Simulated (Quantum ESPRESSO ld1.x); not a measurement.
The numbers below are computed, except where a source is named.
Question: The thallium ion Tl4+, 77 electrons, occupied as [Kr] 4d10 4f14 5s1.5 5p6 5d9 5f0.5 (fractional occupations, a model configuration). Level of theory: Dirac Kohn-Sham, PBE, spin-unpolarised, spherical densities, point nucleus; open shells are shared between the two j in proportion to 2j + 1 (ld1.x of Quantum ESPRESSO 7.5). Some entries of the table are withheld. Estimate them.

orbital,occ.,eigenvalue (eV),<r^2> (bohr^2)
1s1/2,2,-85544.3,0.0003686
2s1/2,2,-15261.2,0.005545
2p1/2,2,-14648.9,(1)
2p3/2,4,-12582.8,(2)
3s1/2,2,-3682.38,0.03596
3p1/2,2,-3406.85,(3)
3p3/2,4,-2947.49,(4)
3d3/2,4,-2494.03,0.02987
3d5/2,6,-2395.96,0.03159
4s1/2,2,-862.691,0.1731
4p1/2,2,-744.059,0.1759
4p3/2,4,-632.353,0.2076
4d3/2,4,-439.064,0.2168
4d5/2,6,-418.218,0.2278
5s1/2,1.5,-181.578,0.8523
4f5/2,6,(5),0.2578
4f7/2,8,(6),0.2649
5p1/2,2,-141.441,0.9782
5p3/2,4,-120.647,1.171
5d3/2,3.6,(7),1.803
5d5/2,5.4,(8),1.910
6s1/2,0,-48.8310,4.626
6p1/2,0,-38.8101,(9)
6p3/2,0,-35.6033,(10)
6d3/2,0,-23.1953,(11)
6d5/2,0,-22.8109,(12)
5f5/2,0.214286,-19.8256,9.484
5f7/2,0.285714,-19.7469,9.620
6f5/2,0,-11.7920,36.31
6f7/2,0,-11.7480,36.62

Answer: 
(1) 2p1/2 <r^2> (bohr^2): 0.003911
(2) 2p3/2 <r^2> (bohr^2): 0.005095
(3) 3p1/2 <r^2> (bohr^2): 0.03272
(4) 3p3/2 <r^2> (bohr^2): 0.03909
(5) 4f5/2 eigenvalue (eV): -168.667
(6) 4f7/2 eigenvalue (eV): -164.054
(7) 5d3/2 eigenvalue (eV): -64.6126
(8) 5d5/2 eigenvalue (eV): -62.0358
(9) 6p1/2 <r^2> (bohr^2): 5.949
(10) 6p3/2 <r^2> (bohr^2): 6.952
(11) 6d3/2 <r^2> (bohr^2): 12.26
(12) 6d5/2 <r^2> (bohr^2): 12.70
